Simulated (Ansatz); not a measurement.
Program: Ansatz. Geometries: PBE0-D4/def2-TZVP. ΔE: electronic, gas phase. CCSD(T)/CBS is the MP2 limit (def2-TZVPP, def2-QZVPP) plus CCSD(T) − MP2 in def2-TZVPP, frozen cores. Functionals use def2-TZVPP. One conformer a species, not always the lowest.

`[SiH3][SiH2][N]1[CH2][AlH]1` + `C[O][AlH2]` → `C[O][AlH][SiH2][SiH3]` + `[CH2]1[NH][AlH]1`  (formal exchange of groups at the Si–N bond)

CCSD(T)/CBS gives +50.1 kJ/mol.

(1) Another level gave +50.6 kJ/mol. Which?
A. PBE0-D4/def2-TZVPP
B. PBE-D4/def2-TZVPP
C. CCSD(T)/def2-TZVPP
D. HF/def2-TZVPP

Largest T1 diagnostic among the species: 0.015.

Answers

(1) C. CCSD(T)/def2-TZVPP 50.6, PBE-D4 30.3, PBE0-D4 35.9, HF/def2-TZVPP 69.2 kJ/mol.

From PBE to PBE0 (25 % exact exchange), in def2-TZVPP and without D4, ΔE moves by +6.2 kJ/mol. The D4 term adds +4.0 kJ/mol with B3LYP and +1.9 kJ/mol with PBE0; it sums over pairs of atoms, weighted by their polarisabilities, and B3LYP, whose exchange is more repulsive, gets the larger term. In def2-TZVPP, CCSD(T) changes the Hartree–Fock value by −18.6 kJ/mol (the triples alone add −1.9 kJ/mol) and MP2 by −8.4 kJ/mol.

B3LYP here is the variant with VWN-RPA as its local correlation; programs differ in this.
